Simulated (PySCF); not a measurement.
F2Sr, charge -1, doublet, at a GFN2-xTB geometry (such geometries of metal compounds can be far from the true shape) (a state made from the parent by changing its charge; the spin is typed, not shown lowest) (core potentials on Sr), with bond 3-1 at 2.0 times its length; PySCF with B3LYP/def2-SV(P).

The PySCF input:
```python
from pyscf import gto, scf, dft

mol = gto.Mole()
mol.atom = '''
    Sr   -0.07458081   -0.01717285   -0.00668094
    F    -0.06832655    1.51030383   -1.25445591
    F     0.84102739   -2.85841961    2.57200956
'''
mol.basis = 'def2-sv(p)'
mol.ecp = {'Sr': 'def2-sv(p)'}
mol.charge = -1
mol.spin = 1
mol.verbose = 4
mol.build()

mf = dft.UKS(mol)
mf.xc = 'b3lyp'
mf.diis_space = 2
mf.kernel()
mf.analyze()
```

It wrote (shortened):

```
PySCF version 2.14.0

[INPUT] verbose = 4
[INPUT] num. atoms = 3
[INPUT] num. electrons = 29
[INPUT] charge = -1
[INPUT] spin (= nelec alpha-beta = 2S) = 1
[INPUT] symmetry False subgroup None
[INPUT] Mole.unit = angstrom
[INPUT] Symbol           X                Y                Z      unit          X                Y                Z       unit  Magmom
[...]
nuclear repulsion = 43.5119808876464
number of shells = 21
number of NR pGTOs = 97
number of NR cGTOs = 51
basis = def2-sv(p)
ecp = {'Sr': 'def2-sv(p)'}

******** <class 'pyscf.dft.uks.UKS'> ********
method = UKS
initial guess = minao
damping factor = 0
level_shift factor = 0
DIIS = <class 'pyscf.scf.diis.CDIIS'>
diis_start_cycle = 1
diis_space = 2
diis_damp = 0
SCF conv_tol = 1e-09
SCF conv_tol_grad = None
SCF max_cycles = 50
direct_scf = True
direct_scf_tol = 1e-13
number electrons alpha = 15  beta = 14
XC library pyscf.dft.libxc version 7.1.2
    S. Lehtola, C. Steigemann, M. J. T. Oliveira, and M. A. L. Marques,  SoftwareX 7, 1–5 (2018)
XC functionals = b3lyp
    P. J. Stephens, F. J. Devlin, C. F. Chabalowski, and M. J. Frisch,  J. Phys. Chem. 98, 11623 (1994)
radial grids:
    Treutler-Ahlrichs [JCP 102, 346 (1995); DOI:10.1063/1.469408] (M4) radial grids

becke partition: Becke, JCP 88, 2547 (1988); DOI:10.1063/1.454033
pruning grids: <function nwchem_prune>
grids dens level: 3
symmetrized grids: False
atomic radii adjust function: <function treutler_atomic_radii_adjust>
small_rho_cutoff = 0
Set gradient conv threshold to 3.16228e-05
tot grids = 50440
init E= -218.100471354369

cycle= 1 E= -229.150452399679  delta_E=  -11  |g|= 1.45  |ddm|= 4.03
cycle= 2 E= -209.007057660304  delta_E= 20.1  |g|= 4.16  |ddm|= 6.12
cycle= 3 E= -230.007275539506  delta_E=  -21  |g|= 0.826  |ddm|=    5
cycle= 4 E= -230.242788827552  delta_E= -0.236  |g|= 0.29  |ddm|=  0.8

cycle= 5 E= -229.59493236811  delta_E= 0.648  |g|= 1.14  |ddm|= 1.76
cycle= 6 E= -230.213865525544  delta_E= -0.619  |g|= 0.461  |ddm|= 1.25
cycle= 7 E= -230.158675127897  delta_E= 0.0552  |g|= 0.617  |ddm|= 0.732
cycle= 8 E= -228.607681527134  delta_E= 1.55  |g|= 1.89  |ddm|= 1.64
cycle= 9 E= -229.317420387455  delta_E= -0.71  |g|= 1.63  |ddm|= 1.98
cycle= 10 E= -229.382911242415  delta_E= -0.0655  |g|=  1.6  |ddm|= 1.87
cycle= 11 E= -217.830373586844  delta_E= 11.6  |g|= 1.93  |ddm|= 3.24
cycle= 12 E= -214.087717223764  delta_E= 3.74  |g|= 3.25  |ddm|=    5
cycle= 13 E= -225.586560441746  delta_E= -11.5  |g|= 3.03  |ddm|= 4.82
[...]
SCF not converged.
[...]
**** SCF Summaries ****
Total Energy =                        -186.831685988496872
Nuclear Repulsion Energy =              43.511980887646438
One-electron Energy =                 -417.864511576008681
Two-electron Energy =                  187.520844699865364
Two-electron Coulomb Energy =          214.339053026714396
DFT Exchange-Correlation Energy =      -26.818208326849032
**** MO energy ****
                             alpha | beta                alpha | beta
[...]
spin_pop of  0 Sr 4s       -0.00017
spin_pop of  0 Sr 5s        0.00029
spin_pop of  0 Sr 6s        0.00086
spin_pop of  0 Sr 7s        0.00019
spin_pop of  0 Sr 4px       0.00009
spin_pop of  0 Sr 4py      -0.00005
spin_pop of  0 Sr 4pz      -0.00004
spin_pop of  0 Sr 5px       0.00327
spin_pop of  0 Sr 5py      -0.00014
spin_pop of  0 Sr 5pz       0.00003
spin_pop of  0 Sr 6px       0.00012
spin_pop of  0 Sr 6py       0.00001
spin_pop of  0 Sr 6pz       0.00002
spin_pop of  0 Sr 4dxy      0.06240
spin_pop of  0 Sr 4dyz      0.21382
spin_pop of  0 Sr 4dz^2     0.24208
spin_pop of  0 Sr 4dxz      0.05773
spin_pop of  0 Sr 4dx2-y2    0.42560
spin_pop of  0 Sr 5dxy     -0.00000
spin_pop of  0 Sr 5dyz      0.00000
spin_pop of  0 Sr 5dz^2    -0.00001
spin_pop of  0 Sr 5dxz      0.00000
spin_pop of  0 Sr 5dx2-y2   -0.00001
spin_pop of  1 F 1s        0.00000
spin_pop of  1 F 2s       -0.00007
spin_pop of  1 F 3s       -0.00050
spin_pop of  1 F 2px      -0.00045
spin_pop of  1 F 2py      -0.00043
spin_pop of  1 F 2pz      -0.00032
spin_pop of  1 F 3px      -0.00269
spin_pop of  1 F 3py      -0.00318
spin_pop of  1 F 3pz      -0.00216
spin_pop of  1 F 3dxy      0.00009
spin_pop of  1 F 3dyz      0.00078
spin_pop of  1 F 3dz^2     0.00084
spin_pop of  1 F 3dxz      0.00033
spin_pop of  1 F 3dx2-y2    0.00165
spin_pop of  2 F 1s       -0.00000
spin_pop of  2 F 2s        0.00000
spin_pop of  2 F 3s        0.00000
spin_pop of  2 F 2px       0.00000
spin_pop of  2 F 2py       0.00000
spin_pop of  2 F 2pz       0.00000
spin_pop of  2 F 3px       0.00000
spin_pop of  2 F 3py       0.00000
spin_pop of  2 F 3pz       0.00000
spin_pop of  2 F 3dxy      0.00000
spin_pop of  2 F 3dyz      0.00000
spin_pop of  2 F 3dz^2     0.00000
spin_pop of  2 F 3dxz      0.00000
spin_pop of  2 F 3dx2-y2    0.00000
In total            15.00000 | 14.00000

WARN: System has nonzero charge -1; the dipole moment is origin-dependent.
Location of origin: [0. 0. 0.]

Dipole moment(X, Y, Z, Debye): 31.90381, -148.59517, 130.41983
```

The run did not converge; its last values are not results.
